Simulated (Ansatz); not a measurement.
Ansatz (a program for electronic structure) input (B3LYP-D3(BJ)/def2-TZVP):

Ansatz 0.2 input:
```yaml
crystal:
  periodic: [false, false, false]
  atoms:
    - {symbol: Te, position_ang: [-0.00222639, -0.01879001, 0.32322704]}
    - {symbol: F, position_ang: [1.35229803, -0.75173524, -0.65903022]}
    - {symbol: F, position_ang: [0.01331367, 1.59534830, -0.53181124]}
    - {symbol: F, position_ang: [-1.35274809, -0.73504857, -0.67669258]}
basis:
  gaussian:
    orbitals: def2-TZVP
hamiltonian:
  xc: b3lyp
  dispersion: d3bj
total_charge: 1
phonons: {temperatures: {t_min: 298.15, t_max: 298.15, t_step: 100}}
```

Output:

```
Functional definition: B3LYP
integrals: 0.05 GiB planned
891 factors; their error is unknown
mean field: 0.50 GiB planned
mean field evaluation 1: about -15423.1317 eV, gradient 1.1e2 eV
mean field evaluation 2: about -15333.7113 eV, gradient 2.6e2 eV
mean field evaluation 4: about -15441.4289 eV, gradient 5.9e0 eV
mean field evaluation 8: about -15441.4794 eV, gradient 9.8e-2 eV
mean field evaluation 16: about -15441.5998 eV, gradient 7.0e-5 eV
mean field -15441.59977048 eV, -567.4683248728 hartree, gradient 7.0e-5 eV, S^2 0.000000; 0 other end points of the search recorded, 0 dependent functions left out
the calculation of the forces begins
reference -15441.59993654 eV, -567.4683309755 hartree; 25, 25 occupied and 118, 118 virtual orbitals, 891 factors
these checks for a lower state are left out or cut short: stability, starts, cluster_reference, orbital_swaps, neighbouring_geometries, increment
integrals: 0.05 GiB planned
891 factors; their error is unknown
mean field: 0.50 GiB planned
mean field -15441.59965129 eV, -567.4683204927 hartree, gradient 3.3e-6 eV, S^2 0.000000; 0 other end points of the search recorded, 0 dependent functions left out
the calculation of the forces begins
reference -15441.59981735 eV, -567.4683265952 hartree; 25, 25 occupied and 118, 118 virtual orbitals, 891 factors
these checks for a lower state are left out or cut short: stability, starts, cluster_reference, orbital_swaps, neighbouring_geometries, increment
integrals: 0.05 GiB planned
891 factors; their error is unknown
mean field: 0.50 GiB planned
mean field evaluation 32: about -15441.5997 eV, gradient 2.8e-6 eV
mean field -15441.59965602 eV, -567.4683206664 hartree, gradient 3.6e-6 eV, S^2 0.000000; 0 other end points of the search recorded, 0 dependent functions left out
the calculation of the forces begins
reference -15441.59982208 eV, -567.4683267693 hartree; 25, 25 occupied and 118, 118 virtual orbitals, 891 factors
these checks for a lower state are left out or cut short: stability, starts, cluster_reference, orbital_swaps, neighbouring_geometries, increment
integrals: 0.05 GiB planned
891 factors; their error is unknown
mean field: 0.50 GiB planned
mean field -15441.59965219 eV, -567.4683205258 hartree, gradient 3.5e-6 eV, S^2 0.000000; 0 other end points of the search recorded, 0 dependent functions left out
the calculation of the forces begins
reference -15441.59981822 eV, -567.4683266272 hartree; 25, 25 occupied and 118, 118 virtual orbitals, 891 factors
these checks for a lower state are left out or cut short: stability, starts, cluster_reference, orbital_swaps, neighbouring_geometries, increment
integrals: 0.05 GiB planned
891 factors; their error is unknown
mean field: 0.50 GiB planned
mean field -15441.59965699 eV, -567.4683207023 hartree, gradient 3.5e-6 eV, S^2 0.000000; 0 other end points of the search recorded, 0 dependent functions left out
the calculation of the forces begins
reference -15441.59982309 eV, -567.4683268064 hartree; 25, 25 occupied and 118, 118 virtual orbitals, 891 factors
these checks for a lower state are left out or cut short: stability, starts, cluster_reference, orbital_swaps, neighbouring_geometries, increment
integrals: 0.05 GiB planned
891 factors; their error is unknown
mean field: 0.50 GiB planned
mean field -15441.59971481 eV, -567.4683228272 hartree, gradient 3.6e-6 eV, S^2 0.000000; 0 other end points of the search recorded, 0 dependent functions left out
the calculation of the forces begins
reference -15441.59988092 eV, -567.4683289314 hartree; 25, 25 occupied and 118, 118 virtual orbitals, 891 factors
these checks for a lower state are left out or cut short: stability, starts, cluster_reference, orbital_swaps, neighbouring_geometries, increment
integrals: 0.05 GiB planned
891 factors; their error is unknown
mean field: 0.50 GiB planned
mean field evaluation 64: about -15441.5997 eV, gradient 3.3e-6 eV
mean field -15441.59967887 eV, -567.4683215062 hartree, gradient 3.3e-6 eV, S^2 0.000000; 0 other end points of the search recorded, 0 dependent functions left out
the calculation of the forces begins
reference -15441.59984489 eV, -567.4683276074 hartree; 25, 25 occupied and 118, 118 virtual orbitals, 891 factors
these checks for a lower state are left out or cut short: stability, starts, cluster_reference, orbital_swaps, neighbouring_geometries, increment
integrals: 0.05 GiB planned
891 factors; their error is unknown
mean field: 0.50 GiB planned
mean field -15441.59975255 eV, -567.4683242141 hartree, gradient 3.5e-6 eV, S^2 0.000000; 0 other end points of the search recorded, 0 dependent functions left out
the calculation of the forces begins
reference -15441.59991863 eV, -567.4683303173 hartree; 25, 25 occupied and 118, 118 virtual orbitals, 891 factors
these checks for a lower state are left out or cut short: stability, starts, cluster_reference, orbital_swaps, neighbouring_geometries, increment
integrals: 0.05 GiB planned
891 factors; their error is unknown
mean field: 0.50 GiB planned
mean field -15441.59974939 eV, -567.4683240978 hartree, gradient 3.4e-6 eV, S^2 0.000000; 0 other end points of the search recorded, 0 dependent functions left out
the calculation of the forces begins
reference -15441.59991544 eV, -567.4683302000 hartree; 25, 25 occupied and 118, 118 virtual orbitals, 891 factors
these checks for a lower state are left out or cut short: stability, starts, cluster_reference, orbital_swaps, neighbouring_geometries, increment
integrals: 0.05 GiB planned
891 factors; their error is unknown
mean field: 0.50 GiB planned
mean field -15441.59976528 eV, -567.4683246819 hartree, gradient 3.4e-6 eV, S^2 0.000000; 0 other end points of the search recorded, 0 dependent functions left out
the calculation of the forces begins
reference -15441.59993134 eV, -567.4683307844 hartree; 25, 25 occupied and 118, 118 virtual orbitals, 891 factors
these checks for a lower state are left out or cut short: stability, starts, cluster_reference, orbital_swaps, neighbouring_geometries, increment
integrals: 0.05 GiB planned
891 factors; their error is unknown
mean field: 0.50 GiB planned
mean field -15441.59976542 eV, -567.4683246871 hartree, gradient 3.5e-6 eV, S^2 0.000000; 0 other end points of the search recorded, 0 dependent functions left out
the calculation of the forces begins
reference -15441.59993149 eV, -567.4683307900 hartree; 25, 25 occupied and 118, 118 virtual orbitals, 891 factors
these checks for a lower state are left out or cut short: stability, starts, cluster_reference, orbital_swaps, neighbouring_geometries, increment
integrals: 0.05 GiB planned
891 factors; their error is unknown
mean field: 0.50 GiB planned
mean field evaluation 96: about -15441.5997 eV, gradient 1.9e-4 eV
mean field -15441.59970556 eV, -567.4683224872 hartree, gradient 3.4e-6 eV, S^2 0.000000; 0 other end points of the search recorded, 0 dependent functions left out
the calculation of the forces begins
reference -15441.59987165 eV, -567.4683285908 hartree; 25, 25 occupied and 118, 118 virtual orbitals, 891 factors
these checks for a lower state are left out or cut short: stability, starts, cluster_reference, orbital_swaps, neighbouring_geometries, increment
integrals: 0.05 GiB planned
891 factors; their error is unknown
mean field: 0.50 GiB planned
mean field -15441.59967433 eV, -567.4683213395 hartree, gradient 3.5e-6 eV, S^2 0.000000; 0 other end points of the search recorded, 0 dependent functions left out
the calculation of the forces begins
reference -15441.59984037 eV, -567.4683274413 hartree; 25, 25 occupied and 118, 118 virtual orbitals, 891 factors
these checks for a lower state are left out or cut short: stability, starts, cluster_reference, orbital_swaps, neighbouring_geometries, increment
integrals: 0.05 GiB planned
891 factors; their error is unknown
mean field: 0.50 GiB planned
mean field -15441.59974382 eV, -567.4683238933 hartree, gradient 3.5e-6 eV, S^2 0.000000; 0 other end points of the search recorded, 0 dependent functions left out
the calculation of the forces begins
reference -15441.59990987 eV, -567.4683299955 hartree; 25, 25 occupied and 118, 118 virtual orbitals, 891 factors
these checks for a lower state are left out or cut short: stability, starts, cluster_reference, orbital_swaps, neighbouring_geometries, increment
integrals: 0.05 GiB planned
891 factors; their error is unknown
mean field: 0.50 GiB planned
mean field -15441.59974310 eV, -567.4683238666 hartree, gradient 3.4e-6 eV, S^2 0.000000; 0 other end points of the search recorded, 0 dependent functions left out
the calculation of the forces begins
reference -15441.59990917 eV, -567.4683299698 hartree; 25, 25 occupied and 118, 118 virtual orbitals, 891 factors
Total energy: -15441.70714936 eV, -567.4722709740 hartree
Atom 0 at    -0.002226    -0.018790     0.323227 Å, force    -0.000752     0.000443    -0.000031 eV/Å
Atom 1 at     1.352298    -0.751735    -0.659030 Å, force     0.000506    -0.000275    -0.000348 eV/Å
Atom 2 at     0.013314     1.595348    -0.531811 Å, force    -0.000068    -0.000410     0.000170 eV/Å
Atom 3 at    -1.352748    -0.735049    -0.676693 Å, force     0.000315     0.000242     0.000210 eV/Å
Dipole moment:    -0.005263    -0.044424     0.764176 e Å
Vibrations: 219.51 219.59 266.24 731.57 731.57 740.86 cm⁻¹, zero-point energy 0.180356 eV
```
